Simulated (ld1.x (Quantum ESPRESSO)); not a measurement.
# boron (B), TM: configuration errors across variants

boron, norm-conserving Troullier–Martins (Kleinman–Bylander form), made with ld1.x (Quantum ESPRESSO) 7.5 (LDA (PZ), scalar-relativistic). Core [He], reference 2s2 2p1. Waves: 2s (bound): rc 1.55 bohr; 3d channel at 0.4 Ry: rc 1.70 bohr; 2p (bound): rc 2.00 bohr. Local part: the p channel. Core correction: none.

All-electron excitation energies from the reference (eV): (1) 2s2 2p0 8.327; (2) 2s1 2p0 33.631; (3) 2s2 2p0.5 2.943; (4) 2s1 2p2 5.686; (5) 2s2 2p1.3 -0.772; (6) 2s1 2p1 14.283; (7) 2s0 2p3 11.401; (8) 2s2 2p1 spin -0.235; (9) 2s1 2p0 spin 32.903.

Spin tests fill each open shell by Hund’s rule, majority spin first.

2 further variants failed, have other tests or another functional or relativity, and are left out.

Errors AE − PS in meV (a dash: test not solved or not reliable):

```tsv
change	(1)	(2)	(3)	(4)	(5)	(6)	(7)	(8)	(9)	bound ghosts
base	+25	+132	+2.8	+4.2	+0.1	-3.3	+19	+24	+221	none
core correction a·sin(br)/r model core inside 0.98 bohr	+19	+86	+2.1	+3.4	+0.1	-5.5	+15	+14	+102	none
wave 3d channel at 0.4 Ry: rc 1.70 bohr becomes 3d channel at 0.54 Ry: rc 1.70 bohr	+25	+132	+2.8	+4.2	+0.1	-3.3	+19	+24	+221	none
all radii scaled by about 0.89 (s 1.38, p 1.78, d 1.52 bohr)	+21	+122	+2.3	+5.7	+0.2	+3.1	+24	+25	+212	none
wave 3d channel at 0.4 Ry: rc 1.70 bohr becomes 3d channel at 0.4 Ry: rc 1.18 bohr	+25	+132	+2.8	+4.2	+0.1	-3.3	+19	+24	+221	none
wave 2s (bound): rc 1.55 bohr becomes 2s (bound): rc 2.32 bohr	+41	+113	+5.6	+2.4	+0.5	-20	+14	+24	+219	none
```

(1) Give the same row for: type ultrasoft; waves now 2s (bound): rcut 1.35, rcutus 1.55 bohr; 2s channel at 0.7 Ry: rcut 1.35, rcutus 1.55 bohr; 2p (bound): rcut 1.75, rcutus 2.00 bohr; 2p channel at 0.05 Ry: rcut 1.75, rcutus 2.00 bohr; 3d channel at 0.4 Ry: rcut 1.50, rcutus 1.70 bohr; local potential all-electron potential smoothed inside 1.85 bohr (lloc = -2); augmentation built from norm-conserving waves at rcut, not smoothed further.

Results:

(1) +20, +118, +2.4, +5.8, +0.2, +5.1, +25, +25, +208; bound ghosts: none.
